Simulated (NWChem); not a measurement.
Molecule: C5H6; SMILES C=C=CC=C

```xyz
11

C      0.2107     2.5208     0.0000
C     -0.1557     1.2583     0.0000
C     -0.5221    -0.0188     0.0000
C      0.4022    -1.1503     0.0000
C      0.0134    -2.4451     0.0000
H      0.3712     3.0761     0.9415
H      0.3712     3.0761    -0.9415
H     -1.6042    -0.2527     0.0000
H      1.4772    -0.9011     0.0000
H     -1.0535    -2.7229     0.0000
H      0.7476    -3.2642     0.0000
```
Atoms are numbered in this order, from 1.

Results from NWChem. Geometry: optimised at PBE-D3(BJ)/def2-SVP.

For level B3LYP/cc-pVTZ:

```yaml
highest occupied level (eV): -6.42
```

Task: What are these values for level B3LYP/cc-pVDZ?

Result: 
| Quantity | Value |
|---|---|
| highest occupied level (eV) | -6.28 |
